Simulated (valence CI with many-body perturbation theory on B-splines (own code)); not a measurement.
Missing levels of Cs³⁴⁺

Method: valence CI with perturbative core correlation (CI+MBPT): three valence electrons over a frozen Dirac-Fock core [Ar], a basis of 9 s, 9 p, 10 d, 8 f, 5 g, 3 h, 1 i functions for each j, with the one-electron correlation potential Σ1 (screened to all orders), the two-electron term Σ2, the three-electron term Σ3, Breit, model QED; selected single and double excitations, second order for the rest (own B-spline code, finite nucleus).

No measured spectrum was set against this ion. As an estimate, large intervals hold to a few tenths of a per cent, small ones and those within an open d or f shell to about a per cent. Only levels of the ground parity were solved; by the run's estimate the other parity begins above the list, which can be wrong where configurations are misplaced.

| Level | E (eV) |
| --- | --- |
| (3d3/2^3) J=3/2 | 0.000 |
| (3d3/2^2 3d5/2) J=5/2 [a] | 12.370 |
| (3d3/2^2 3d5/2) J=3/2 | 17.806 |
| (3d3/2^2 3d5/2) J=7/2 | ? |
| (3d3/2^2 3d5/2) J=9/2 | 19.598 |
| (3d3/2^2 3d5/2) J=1/2 | ? |
| (3d3/2^2 3d5/2) J=5/2 [b] | 31.554 |
| (3d3/2 3d5/2^2) J=7/2 [a] | 31.780 |
| (3d3/2 3d5/2^2) J=9/2 | 33.702 |
| (3d3/2 3d5/2^2) J=3/2 [a] | 37.292 |
| (3d3/2 3d5/2^2) J=1/2 | 39.035 |
| (3d3/2 3d5/2^2) J=11/2 | ? |
| (3d3/2 3d5/2^2) J=5/2 [a] | 43.059 |
| (3d3/2 3d5/2^2) J=5/2 [b] | 45.350 |
| (3d3/2 3d5/2^2) J=7/2 [b] | ? |
| (3d5/2^3) J=9/2 | ? |
| (3d5/2^3) J=3/2 | 54.067 |
| (3d3/2 3d5/2^2) J=3/2 [b] | ? |
| (3d5/2^3) J=5/2 | 69.944 |

Levels are named by their leading jj configuration (3d3/2^4 stands for four electrons in 3d with j = 3/2), which in mixed levels can hold well under half, so a name can repeat and another be missing. Letters in brackets count levels of one name in rising energy.

Question: The levels stand in rising order. What does the calculation give for the missing energies?

Answer: (3d3/2^2 3d5/2) J=7/2 18.019; (3d3/2^2 3d5/2) J=1/2 20.747; (3d3/2 3d5/2^2) J=11/2 40.650; (3d3/2 3d5/2^2) J=7/2 [b] 47.444; (3d5/2^3) J=9/2 52.052; (3d3/2 3d5/2^2) J=3/2 [b] 66.027.
